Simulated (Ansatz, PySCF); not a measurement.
Cl2FH2NSn, SMILES [NH2][Sn]([F])([Cl])[Cl].

Coordinates come from a B3LYP-D3(BJ)/def2-SVP optimisation. The structure was generated by enumeration; whether it is a known compound was not checked. The def2 effective core potentials stand for the cores of Sn; spin–orbit coupling is left out. The values are those of a single conformer.

Vertical ionisation energy (IE) and electron affinity (EA) in eV. Rows of orbital energies are one-electron estimates. Where ΔSCF, EOM or ADC give a negative EA the extra electron is unbound and the value depends on the basis.

| level | IE | EA |
|---|---|---|
| −ε(HOMO), −ε(LUMO), HF/def2-TZVP (PySCF) | 12.50 | -1.04 |
| −ε(HOMO), −ε(LUMO), PBE/def2-TZVP (PySCF) | 7.35 | 3.69 |
| ΔSCF, CAM-B3LYP/def2-SVPD (Ansatz), final states of multiplicity 2 and 2 | 11.22 | 1.24 |
| ΔSCF, PBE/def2-SVPD (Ansatz), final states of multiplicity 2 and 2 | 10.62 | 1.30 |

Task: What vertical singlet–triplet gap does ΔSCF give with CAM-B3LYP/def2-SVPD (Ansatz, a first-principles code) and with PBE/def2-SVPD (Ansatz)? (An estimate is asked for; the answer gives what the named calculation found.)

Result: 4.53 and 4.00 eV (triplet above singlet where positive).
